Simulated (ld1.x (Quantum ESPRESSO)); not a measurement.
Reading a pseudo-wave (calcium)

Columns: radius, all-electron u(r) and pseudo u(r) of the 3s shell (level -47.79 eV) of calcium in the configuration [Ne] 3s2 3p6 3d0 4s1.5 4p0.5; PBE, scalar-relativistic, TM scheme, ld1.x (Quantum ESPRESSO) 7.5.

```csv
r (bohr),all-electron,pseudo
0.080,0.1361,0.0659
0.160,-0.3413,0.1342
0.240,-0.5318,0.2073
0.320,-0.4365,0.2876
0.400,-0.1871,0.3771
0.480,0.1101,0.4769
0.560,0.3915,0.5858
0.640,0.6268,0.6995
0.720,0.8058,0.8103
0.800,0.9290,0.9073
0.880,1.0019,0.9796
0.960,1.0329,1.0197
1.040,1.0310,1.0260
1.120,1.0045,1.0034
1.200,0.9605,0.9604
1.280,0.9049,0.9049
1.360,0.8424,0.8424
1.440,0.7767,0.7767
1.520,0.7104,0.7104
1.600,0.6454,0.6454
1.680,0.5830,0.5830
1.760,0.5242,0.5242
1.840,0.4693,0.4693
1.920,0.4187,0.4187
2.000,0.3724,0.3724
2.080,0.3304,0.3304
```

Task: How many radial nodes do the two functions have?

Result: The all-electron 3s function has n − l − 1 = 2; the pseudo-wave has 0, since the states of the same l below it are removed with the core.

Task: At about which radius was the pseudo-wave matched?

Result: 1.30 bohr. The columns agree to 0.0005 from 1.20 bohr on; several derivatives are matched, so the curves merge somewhat inside the radius.

Task: Where does each function peak?

Result: Outermost all-electron maximum near 0.96 bohr, pseudo maximum near 1.04 bohr (to the table’s step).

Task: Is the pseudo-wave norm-conserving?

Result: Yes: the TM scheme keeps the norm inside the radius equal to the all-electron one, which fixes the energy derivative of the logarithmic derivative at the level.
